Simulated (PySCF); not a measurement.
## Excitation energy of Mo²⁺ by level of theory

Mo²⁺ [Kr] 4d4 (5D) → Mo²⁺ [Kr] 4d3 5p1 (high-spin determinant), as a difference of total energies. Computed with PySCF 2.14 in x2c-TZVPPall (8s6p6d2f1g, 79 functions), with scalar relativity by spin-free X2C-1e. Correlated levels: valence and next inner shell: [Ar] 3d10 frozen. The calculations carry no spin-orbit coupling.

```csv
method,excitation energy (eV)
UHF,9.190
MP2 (valence and next inner shell),9.615
SCS-MP2 (valence and next inner shell),9.481
CCSD (valence and next inner shell),9.490
CCSD(T) (valence and next inner shell),9.478
```

Q: How much does correlation contribute at CCSD(T) (valence and next inner shell)?

A: 9.478 − (9.190) = 0.288 eV, measured against UHF.

The basis was made for the ground configuration and has no added diffuse functions, so the excitation energy can come out too high.

The determinant of the upper state mixes LS terms, which raises its energy above the lowest term, most at the Hartree-Fock and MP2 levels.
